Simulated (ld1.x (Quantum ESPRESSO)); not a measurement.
chromium (Cr): TM pseudisation with PBE, scalar-relativistic reference atom.

- Element: Cr
- Generator: ld1.x (Quantum ESPRESSO) 7.5
- Type: norm-conserving Troullier–Martins (Kleinman–Bylander form)
- Functional: PBE
- Relativity: scalar-relativistic
- Frozen core: [Ne]
- Valence charge: 14
- Reference configuration: 3s2 3p6 3d3 4s0 4p0 (charge +3)
- Partial waves: 3s (bound): rc 1.45 bohr; 3p (bound): rc 0.95 bohr; 3d (bound): rc 0.95 bohr
- Local potential: all-electron potential smoothed inside 0.80 bohr (lloc = -1)
- Core correction: none

* Cutoffs needed: 180 Ry and 230 Ry (the cutoffs (Ry, on a coarse ladder) from which the occupation-weighted sum of valence levels, in a spherical-Bessel basis at the reference potential, stays within 10 and 1 mRy of its value at 400 Ry)
* Ghost test: no extra level below or beside the all-electron valence levels (s, p, d, f tested) (spherical-Bessel basis up to 400 Ry, 20 bohr box)
* Largest excitation error: +1581 meV (all-electron minus pseudo) for 3s2 3p6 3d4 4s2 4p0, out of 7 test configurations
